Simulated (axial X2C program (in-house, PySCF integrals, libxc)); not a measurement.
## Worked dissociation energy of GaBr⁻: CCSD(T), spin-free

All values were computed with an axial X2C code built on PySCF integrals. Spin-free means the one-electron spin-free X2C Hamiltonian. Basis: Br dyall-acv3z [9s10p7d5f1g], Ga dyall-acv3z [10s10p8d5f1g] (cores contracted in-house); Gaussian nuclei, density fitting, unrestricted open shells. Masses: Br 78.918 u, Ga 68.926 u.

Molecular state: M_S = 1/2, Λ = 1 (beyond evenly filled blocks: π+α).

Correlated methods: 11 electrons correlated (number of frozen shells: Br 3 s, 2 p, 1 d; Ga 3 s, 2 p, 1 d), 337 virtual spin orbitals or spinors in MP2, 90 natural virtuals in coupled cluster.

- E(Br-) (2M_S = 0, M_L = 0): -2604.790047 hartree
- E(Ga) (2M_S = 1, M_L = 0): -1942.280643 hartree
- E(GaBr⁻) at Re: -4547.114624 hartree
- ωe: 167.4 cm⁻¹
- ωexe: 0.85 cm⁻¹

Problem. Work out De and D0.

Solution. De = -2604.790047 + (-1942.280643) − (-4547.114624) = 0.04393 hartree = 1.195 eV. The zero-point energy is ωe/2 − ωexe/4 = 83 cm⁻¹ = 0.010 eV, so D0 = 1.185 eV.

Occupations by symmetry block were frozen at the best pattern of an incomplete PBE0 search. De is counted from the lowest determinant-based energies of the atoms at the same level, without counterpoise correction. Coupled cluster ran in a truncated set of natural virtual spinors; the MP2 energy of the rest was added. (T) has no such correction and the atoms are truncated less, which lowers De at CCSD(T) by a hundredth of an eV or more. The highest occupied level is positive at some bond lengths even in Hartree–Fock (under at least one Hamiltonian), so the basis set holds the extra electron there; where that holds at Re the anion is at best weakly bound and its constants depend on the basis. With the outer-core shells frozen, correlated bond lengths of heavy atoms tend to come out a few hundredths of an ångström too long. Spin-free De lacks the spin–orbit lowering of the heavy p-block atom, a tenth of an eV or more for 4p and 5p, up to an eV for 6p and one to two eV for 7p atoms, less what an open-shell molecule gains itself.

Each atomic determinant is the lowest at this level and need not be a pure term. Totals compare only within one Hamiltonian and basis.
